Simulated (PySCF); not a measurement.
# Calculated NMR data

Non-relativistic, no solvent, one conformer, equivalent nuclei averaged. Structure optimised with GFN2-xTB; GIAO PBE0/pcSseg-1 shieldings; PySCF.

Referencing at the same level of theory: 1H, 13C vs TMS. Where no couplings were computed, multiplicities follow the n + 1 count of equivalent neighbours, and m marks all less simple cases (inequivalent or close neighbours, rings, F or P nearby). Shifts are as computed. Against solution values, carbons near 30 ppm lie about +3 ppm off and those near 130 ppm about +5 ppm. Of 1211 compounds with measured shifts, 218 miss one by over three times the rms of a fit or turn the order of signals round; such compounds aren't used in these exercises.

**1.** `C#Cc1ccc(C[SiH3])cc1`, C9H10Si. 1H NMR (500 MHz, computed): δ 7.79 (d, 2H), 7.38 (d, 2H), 3.91 (t, 3H), 2.73 (s, 1H), 2.36 (q, 2H). 13C{1H} NMR (computed): δ 147.2, 140.1, 132.8, 122.9, 89.3, 86.3, 22.1.

**2.** SMILES COc1ccc([SiH2]C)o1, C6H10O2Si. 1H NMR (500 MHz, computed): δ 6.95 (m, 1H), 5.60 (m, 1H), 4.74 (q, 2H), 4.08 (s, 3H), 0.34 (t, 3H). 13C{1H} NMR (computed): δ 173.3, 142.9, 131.8, 89.6, 56.2, -9.0.
